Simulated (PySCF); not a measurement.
H5P, SMILES [H][P@TB7]([H])([H])([H])[H].

Coordinates come from a PBE0-D3(BJ)/def2-TZVPD optimisation.

Computed with CAM-B3LYP/def2-TZVPD run with PySCF.

Isolated molecule, no solvent.

Computed frontier levels, gap, dipole moment and polarisability:
```
Property                                                                                                        Value
---------------------------------------------------------------------------------------------  ----------------------
highest occupied level                                                                                       -7.51 eV
lowest empty level                                                                                            0.39 eV
orbital gap                                                                                                   7.90 eV
dipole moment                                                                                                  0.00 D
quadrupole, principal values (traceless, Buckingham form, about the centre of nuclear charge)   -4.43, 2.21, 2.21 D·Å
mean static polarisability                                                                       34.5 bohr³ (5.12 Å³)
polarisability, principal values                                                               31.7, 31.7, 40.2 bohr³
```
